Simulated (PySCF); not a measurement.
# BBr at r²SCANh

Computed with r²SCANh; basis B 6-31G(d,p), Br 6-31G(d,p); no relativity; PySCF 2.14.

```
state                                           : ¹Σ⁺ (singlet), closed shell
bond length                                     : 1.918 Å
harmonic wavenumber                             : 671 cm⁻¹
force constant                                  : 2.56 mdyn/Å
rotational constant Be                          : 0.4745 cm⁻¹
anharmonicity ωexe                              : 3.53 cm⁻¹
vibration–rotation constant αe                  : 0.00401 cm⁻¹
well depth De to B + Br                         : 439 kJ/mol
dissociation energy D0                          : 435 kJ/mol
HOMO–LUMO gap                                   : 4.47 eV
bond order (Mayer)                              : 1.32
dipole moment (positive dipole means B(−)Br(+)) : 0.97 D
```
